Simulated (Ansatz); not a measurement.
Gas-phase reaction R1 → P1 + P2, each structure at its B3LYP-D3(BJ)/def2-TZVP stationary point, reached from a drawn start (curvature not checked).
R1, Cl2Zr (SMILES [Cl][Zr][Cl]) (charge 0, multiplicity 1):
```xyz
3

Zr     0.00307     0.00416    -0.65624
Cl     2.09442    -0.00586     0.33780
Cl    -2.09739     0.00170     0.31844
```
P1, ClZr (SMILES [Cl][Zr]) (charge 0, multiplicity 2, Z-matrix in Å and degrees):
```
Zr
Cl 1 2.3130
```
P2: Cl atom, charge 0, multiplicity 2.

```tsv
level	reaction energy (kcal/mol)	cost
HF/def2-TZVPP	74.77	-
HF/def2-QZVPP	74.99	-
PBE/def2-TZVPP	114.36	×1
BLYP/def2-TZVPP	110.40	×2
revPBE/def2-TZVPP	107.71	×0.9
r2SCAN/def2-TZVPP	106.96	×2
B97M-V/def2-TZVPP	113.85	×3
PBE0/def2-TZVPP	110.30	×0.7
wB97X-V/def2-TZVPP	116.18	×3
wB97M-V/def2-TZVPP	116.28	×2
B2PLYP/def2-TZVPP	112.15	×2
MP2/def2-SVP	111.96	-
MP2/def2-TZVPP	117.89	-
MP2/CBS(def2-TZVPP, def2-QZVPP)	122.90	-
SCS-MP2/def2-SVP	109.85	-
SCS-MP2/def2-QZVPP	119.10	-
CCSD(T)/def2-SVP	111.53	×0.3
CCSD(T)/def2-TZVPP	114.31	×2
CCSD(T)/def2-QZVPP	116.97	×4
CCSD(T)/CBS(def2-TZVPP, def2-QZVPP)	118.75	×6
```

P less R. No zero-point or thermal terms; singlets are restricted closed shells; open shells are unrestricted; no spin–orbit coupling. The spin states of the d-block species are the ones drawn and need not be the lowest.

Correlated levels freeze the cores. CBS: X⁻³ extrapolation of the correlation energy, Hartree–Fock from the larger set.

Doubts at one or more of the structures used: a spin-contaminated determinant (HF/def2-TZVPP, HF/def2-QZVPP, PBE/def2-TZVPP, BLYP/def2-TZVPP, revPBE/def2-TZVPP, r2SCAN/def2-TZVPP, PBE0/def2-TZVPP, wB97X-V/def2-TZVPP, B2PLYP/def2-TZVPP, MP2/def2-SVP, MP2/def2-TZVPP, MP2/CBS(def2-TZVPP, def2-QZVPP), SCS-MP2/def2-SVP, SCS-MP2/def2-QZVPP, CCSD(T)/def2-SVP, CCSD(T)/def2-TZVPP, CCSD(T)/def2-QZVPP, CCSD(T)/CBS(def2-TZVPP, def2-QZVPP)); T1 above 0.05 (CCSD(T)/def2-SVP, CCSD(T)/def2-TZVPP, CCSD(T)/def2-QZVPP, CCSD(T)/CBS(def2-TZVPP, def2-QZVPP)).

Codes used: Ansatz (a first-principles code). All values are computed, each at the level named. Elements past Kr take the def2 small-core potentials, without spin–orbit coupling.

Costs are rough ratios of core time to PBE/def2-TZVPP (about 29 s over the structures, on one shared machine); a dash marks a level with no comparable run of its own.
